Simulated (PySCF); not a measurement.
**YF₂⁺: from structure and modes to constants**

All numbers come from PBE0 in PySCF with Y def2-TZVP with ECP28, F def2-TZVP; scalar-relativistic core potentials, no spin–orbit coupling; density-fitted integrals.

The singlet minimum has C2v symmetry. Masses (u): Y 88.90585, F 18.99840.

```xyz
3
charge 1 multiplicity 1, angstrom
Y     0.0000    0.0000   -0.3194
F     1.5762    0.0000    0.7537
F    -1.5762    0.0000    0.7537
```

Harmonic wavenumbers (cm⁻¹): 153.9 (a1, ×1), 679.5 (b2, ×1), 688.9 (a1, ×1).

(1) Find the principal moments of inertia and the rotational constants. What kind of rotor is it?

(2) Find the vibrational entropy and heat capacity at 298.15 K.

(3) Give the standard entropy (298.15 K, 1 bar) by its translational, rotational, vibrational and spin parts, and Cp.

Results:

(1) About the centre of mass I = 30.655, 94.397, 125.05 u Å². With B = 16.8576/I this gives 0.5499, 0.1786, 0.1348 cm⁻¹. The molecule is an asymmetric top with κ = -0.79.

(2) With u = 1.43878 ω/T, each mode gives S = R[u/(eᵘ−1) − ln(1−e⁻ᵘ)] and C = R u² eᵘ/(eᵘ−1)².
```tsv
ω (cm⁻¹)	u	S (J/(mol K))	C (J/(mol K))
153.9	0.742	10.98	7.94
679.5	3.279	1.39	3.64
688.9	3.324	1.34	3.56
```
The sums over all modes are S = 13.7 and C = 15.1 J/(mol K); the softest mode gives 80 % of the entropy.

(3) Sackur–Tetrode with M = 126.90 u gives 169.3; rotation with symmetry number 2 gives 96.0; vibration 13.7; spin R ln 1 = 0.0. The total is 278.9 J/(mol K), and Cp = 4 R + 15.1 = 48.4 J/(mol K).

This need not be the most stable arrangement of these atoms.
